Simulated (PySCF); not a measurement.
H$_{2}$AsBF$_{2}$ (SMILES FB(F)[AsH2]), singlet, at a GFN2-xTB geometry, with bond 3-2 at 2.4 times its length; PySCF with CASSCF(2,4)+NEVPT2/6-31G.

The PySCF input:
```python
from pyscf import gto, scf, mcscf, mrpt
import numpy

mol = gto.Mole()
mol.atom = '''
    B     0.75828798    0.61623867   -0.17863604
    As   -0.76812191   -0.63270893    0.22835157
    H     0.02431856   -2.78792458   -2.54013663
    H    -1.72594977    0.14087207   -0.62617879
    F     0.65161493    1.93058587   -0.12818358
    F     1.98399298    0.20141908   -0.43748951
'''
mol.basis = '6-31g'
mol.verbose = 4
mol.build()

mf = scf.RHF(mol)
mf.kernel()
mc = mcscf.CASSCF(mf, 4, 2)
mc.fix_spin_(ss=0.0)
mc.kernel()
occ = numpy.linalg.eigvalsh(mc.fcisolver.make_rdm1(mc.ci, mc.ncas, mc.nelecas))[::-1]
ss = mc.fcisolver.spin_square(mc.ci, mc.ncas, mc.nelecas)[0]
print('natural occupations', occ.round(4), ' <S^2>', round(ss, 4))
e2 = mrpt.NEVPT(mc).kernel()
print('E(NEVPT2) = %.10f' % (mc.e_tot + e2))
```

### Question
What does PySCF print? Leave out banner, timings and long lists.

### Answer

```
PySCF version 2.14.0

[INPUT] verbose = 4
[INPUT] num. atoms = 6
[INPUT] num. electrons = 58
[INPUT] charge = 0
[INPUT] spin (= nelec alpha-beta = 2S) = 0
[INPUT] symmetry False subgroup None
[INPUT] Mole.unit = angstrom
[INPUT] Symbol           X                Y                Z      unit          X                Y                Z       unit  Magmom
[...]
nuclear repulsion = 228.579134783031
number of shells = 30
number of NR pGTOs = 164
number of NR cGTOs = 58
basis = 6-31g
ecp = {}

******** <class 'pyscf.scf.hf.RHF'> ********
method = RHF
initial guess = minao
damping factor = 0
level_shift factor = 0
DIIS = <class 'pyscf.scf.diis.CDIIS'>
diis_start_cycle = 1
diis_space = 8
diis_damp = 0
SCF conv_tol = 1e-09
SCF conv_tol_grad = None
SCF max_cycles = 50
direct_scf = True
direct_scf_tol = 1e-13
Set gradient conv threshold to 3.16228e-05
Initial guess from minao.
init E= -2457.90406452286
[...]
cycle= 1 E= -2458.2908233377  delta_E= -0.387  |g|= 0.598  |ddm|= 2.25
[...]
cycle= 2 E= -2458.36733855111  delta_E= -0.0765  |g|= 0.37  |ddm|= 0.985
[...]
cycle= 3 E= -2458.39493074153  delta_E= -0.0276  |g|= 0.0467  |ddm|= 0.351
[...]
cycle= 4 E= -2458.39619456349  delta_E= -0.00126  |g|= 0.0328  |ddm|= 0.173
[...]
cycle= 5 E= -2458.39666038056  delta_E= -0.000466  |g|= 0.00594  |ddm|= 0.0605
[...]
cycle= 6 E= -2458.39669655259  delta_E= -3.62e-05  |g|= 0.00197  |ddm|= 0.0259
[...]
cycle= 7 E= -2458.39670365473  delta_E= -7.1e-06  |g|= 0.000759  |ddm|= 0.01
[...]
cycle= 8 E= -2458.3967051953  delta_E= -1.54e-06  |g|= 0.000329  |ddm|= 0.00468
[...]
cycle= 9 E= -2458.39670540699  delta_E= -2.12e-07  |g|= 0.000118  |ddm|= 0.00176
[...]
cycle= 10 E= -2458.39670543258  delta_E= -2.56e-08  |g|= 3.29e-05  |ddm|= 0.000676
[...]
cycle= 11 E= -2458.39670543359  delta_E= -1.02e-09  |g|= 1.45e-05  |ddm|= 0.000117
[...]
cycle= 12 E= -2458.39670543374  delta_E= -1.42e-10  |g|= 4.38e-06  |ddm|= 4.09e-05
[...]
Extra cycle  E= -2458.39670543375  delta_E= -1.55e-11  |g|= 2.43e-06  |ddm|= 9.38e-06
converged SCF energy = -2458.39670543375

******** <class 'pyscf.mcscf.mc1step.CASSCF'> ********
CAS (1e+1e, 4o), ncore = 28, nvir = 26
max_cycle_macro = 50
max_cycle_micro = 4
conv_tol = 1e-07
conv_tol_grad = None
orbital rotation max_stepsize = 0.02
orbital rotation threshold for CI restart = 0.01
augmented hessian ah_max_cycle = 30
augmented hessian ah_conv_tol = 1e-12
augmented hessian ah_linear dependence = 1e-14
augmented hessian ah_level shift = 1e-08
augmented hessian ah_start_tol = 2.5
augmented hessian ah_start_cycle = 3
augmented hessian ah_grad_trust_region = 3
kf_trust_region = 3
kf_interval = 4
ci_response_space = 4
ci_grad_trust_region = 3
with_dep4 0
natorb = False
canonicalization = True
sorting_mo_energy = False
ao2mo_level = 2
internal_rotation = False
******** <class 'pyscf.fci.addons.SpinPenaltyFCISolver'> ********
max. cycles = 50
conv_tol = 1e-08
davidson only = True
linear dependence = 1e-12
level shift = 0.001
max iter space = 12
nroots = 1
pspace_size = 400
spin = None
CASCI E = -2458.50325962148  S^2 = 0.0000000
Set conv_tol_grad to 0.000316228
macro iter   1 ( 14 JK    4 micro), CASSCF E = -2458.51923040025  dE = -1.59707788e-02  S^2 = 0.0000000
               |grad[o]|=0.107  |grad[c]|=0.0152  |ddm|=0.0877  |maxRot[o]|=0.0787
macro iter   2 ( 19 JK    4 micro), CASSCF E = -2458.51924369861  dE = -1.32983596e-05  S^2 = 0.0000000
               |grad[o]|=0.00177  |grad[c]|=0.000391  |ddm|=0.000745  |maxRot[o]|=0.231
macro iter   3 ( 21 JK    4 micro), CASSCF E = -2458.51926113796  dE = -1.74393449e-05  S^2 = 0.0000000
               |grad[o]|=0.000281  |grad[c]|=0.000603  |ddm|=0.000482  |maxRot[o]|=0.306
macro iter   4 ( 21 JK    4 micro), CASSCF E = -2458.51928386740  dE = -2.27294413e-05  S^2 = 0.0000000
               |grad[o]|=0.000228  |grad[c]|=0.000377  |ddm|=0.000654  |maxRot[o]|=0.306
macro iter   5 (  6 JK    1 micro), CASSCF E = -2458.51928658312  dE = -2.71572480e-06  S^2 = 0.0000000
[...]
CASSCF energy = -2458.51929649470
CASCI E = -2458.51929649470  E(CI) = -1.04032231002429  S^2 = 0.0000000
[...]
root = 0
Natural occ [1.23621964e+00 7.63679872e-01 9.07028781e-05 9.78436265e-06]
Natural orbital (expansion on meta-Lowdin AOs) in CAS space
               #1        #2        #3        #4
0 B 1s          -0.00000  -0.00010  -0.00029  -0.00002
0 B 2s          -0.00085   0.00433  -0.05800  -0.01610
0 B 3s           0.00186   0.00074  -0.06262  -0.03673
0 B 2px          0.01573  -0.01583   0.02221   0.01788
0 B 2py         -0.04799   0.04836   0.09756   0.01285
0 B 2pz         -0.11669   0.11603   0.10648   0.05132
0 B 3px          0.00163  -0.00117   0.00449   0.01085
0 B 3py         -0.00399   0.00162   0.03113  -0.00535
0 B 3pz          0.00352  -0.00650   0.05182   0.00344
1 As 1s          0.00000   0.00005   0.00020   0.00001
1 As 2s          0.00003   0.00019   0.00074   0.00002
1 As 3s         -0.00143   0.00033  -0.00664  -0.00017
1 As 4s         -0.01254   0.03129  -0.10371  -0.01569
1 As 5s          0.01695   0.00085   0.80556   0.10991
1 As 2px         0.00015  -0.00017  -0.00005   0.00003
1 As 2py        -0.00035   0.00043   0.00030  -0.00007
1 As 2pz        -0.00045   0.00053   0.00017  -0.00010
1 As 3px        -0.00108   0.00108   0.00017  -0.00012
1 As 3py         0.00265  -0.00273  -0.00099   0.00024
1 As 3pz         0.00341  -0.00340  -0.00047   0.00038
1 As 4px         0.16626  -0.16319   0.00920   0.01113
1 As 4py        -0.40676   0.41615   0.15859   0.02258
1 As 4pz        -0.53833   0.51925  -0.14295  -0.02606
1 As 5px        -0.00214   0.00744   0.12065   0.00145
1 As 5py         0.00619  -0.01702   0.04602   0.12485
1 As 5pz        -0.00610  -0.01440  -0.44252   0.03344
1 As 3dxy       -0.00005   0.00031   0.00427   0.00100
1 As 3dyz        0.00010  -0.00102  -0.01278  -0.00177
1 As 3dz^2      -0.00162   0.00126  -0.00600  -0.00116
1 As 3dxz        0.00138  -0.00108   0.00270   0.00014
1 As 3dx2-y2    -0.00074   0.00117   0.00575   0.00017
1 As 4dxy       -0.00029  -0.00003  -0.02524  -0.00976
1 As 4dyz        0.00042   0.00048   0.06434   0.02609
1 As 4dz^2       0.00249  -0.00222   0.03301   0.01543
1 As 4dxz       -0.00196   0.00176  -0.01444  -0.01261
1 As 4dx2-y2     0.00119  -0.00166  -0.02524  -0.00627
2 H 1s           0.70049   0.70938  -0.02596   0.07099
2 H 2s           0.05276   0.04980   0.10765  -0.97838
3 H 1s          -0.01935   0.01838  -0.12140  -0.01371
3 H 2s          -0.00144   0.00189  -0.10347  -0.02235
4 F 1s           0.00002  -0.00002  -0.00006   0.00001
4 F 2s           0.01788  -0.01937  -0.02648  -0.00280
4 F 3s           0.00556  -0.00593  -0.00375   0.00106
4 F 2px         -0.01558   0.01634  -0.00567  -0.00463
4 F 2py         -0.02500   0.02800   0.01403   0.00061
4 F 2pz          0.04597  -0.04743  -0.03447  -0.01454
4 F 3px         -0.00086   0.00069  -0.01199  -0.00447
4 F 3py         -0.00212   0.00250   0.00553  -0.00494
4 F 3pz          0.00696  -0.00671   0.00292  -0.00403
5 F 1s          -0.00002   0.00002   0.00000  -0.00000
5 F 2s          -0.01648   0.01570   0.01441   0.00114
5 F 3s          -0.00502   0.00483   0.01369  -0.00096
5 F 2px          0.03388  -0.03499  -0.03727  -0.00586
5 F 2py          0.01734  -0.01659  -0.01494  -0.00271
5 F 2pz          0.03632  -0.03550  -0.02047  -0.01398
5 F 3px          0.00363  -0.00332  -0.01116  -0.00667
5 F 3py          0.00063  -0.00127   0.00104  -0.00209
5 F 3pz          0.00533  -0.00602  -0.01566  -0.00244
<CAS-nat-orb|mo-hf>  29     29       0.99346615
<CAS-nat-orb|mo-hf>  30     30       0.99116093
<CAS-nat-orb|mo-hf>  31     34       0.65899255
<CAS-nat-orb|mo-hf>  31     38       0.54514138
<CAS-nat-orb|mo-hf>  32     44       0.91661017
Sr    (-1)',   E = -0.00000006037559
Si    (+1)',   E = -0.00164818442811
Sijrs (0)  ,   E = -0.48986771722756
Sijr  (+1) ,   E = -0.01340605906560
Srsi  (-1) ,   E = -0.00741585849681
Srs   (-2) ,   E = -0.00000740191980
Sij   (+2) ,   E = -0.00044383060361
Sir   (0)' ,   E = -0.00346734856616
Nevpt2 Energy = -0.516256460683237
E(NEVPT2) = -2459.0355529554
```
